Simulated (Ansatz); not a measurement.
Compare A (`CC[SiH]1[AlH][SiH2]1`) with its isomer B (`C[SiH2][SiH]1[CH2][AlH]1`).

Program: Ansatz. Geometries: PBE0-D4/def2-TZVP. ΔE: electronic, gas phase. CBS: MP2 limit from def2 TZ/QZ plus the TZ coupled-cluster correction, frozen cores. Functionals use def2-TZVPP. B3LYP here is the variant with VWN-RPA as its local correlation; programs differ in this. One conformer a species, not always the lowest.

**Question.** Which is lower in electronic energy at CCSD(T)/CBS, and by how much? (Best estimate.)

**Answer.** Ansatz gave: B, by 19.5 kJ/mol.

**Question.** Give E(B) − E(A) in kJ/mol with CCSD/def2-TZVPP, B2PLYP, r2SCAN-D4, B3LYP-D4, ωB97M-V, MP2/def2-TZVPP, PBE-D4. (Estimate.)

**Answer.** Computed: CCSD/def2-TZVPP -19.0, B2PLYP -21.4, r2SCAN-D4 -16.5, B3LYP-D4 -21.5, ωB97M-V -24.7, MP2/def2-TZVPP -23.4, PBE-D4 -6.6. None reverses the order clearly.

Largest T1 diagnostic: 0.013.
